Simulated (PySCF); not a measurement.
Stepwise substitution at one centre (B NH2-SH). Gas-phase values, no solvent. One relaxed conformer stands for each flexible species; it need not be the lowest. Strings in code marks are SMILES.

These are B3LYP-D3(BJ)/def2-TZVP // PBE0-D4/def2-TZVP (PySCF 2.14.0) values and carry that method's errors. B3LYP has the VWN-RPA correlation part, as in Gaussian. Delta-SCF ions had no search for a lower state. 

```
species                                                                           vertical ionisation energy (Delta-SCF) (eV)  S1 oscillator strength
--------------------------------------------------------------------------------  -------------------------------------------  ----------------------
0 of 3 NH2 replaced by SH (`NB(N)N`)                                                                                     8.81                   0.000
1 of 3 NH2 replaced by SH (`NB(N)S` (N–B–S–H torsion 180°))                                                              9.02                   0.001
2 of 3 NH2 replaced by SH (`NB(S)S` (S–B–S–H torsion -180°, S–B–S–H torsion 0°))                                         9.20                       ?
3 of 3 NH2 replaced by SH (`SB(S)S`)                                                                                        ?                   0.000
```

### Question
Fill in the missing entries.

### Answer

- 2 of 3 NH2 replaced by SH (`NB(S)S` (S–B–S–H torsion -180°, S–B–S–H torsion 0°)), S1 oscillator strength: 0.000
- 3 of 3 NH2 replaced by SH (`SB(S)S`), vertical ionisation energy (Delta-SCF) (eV): 9.47
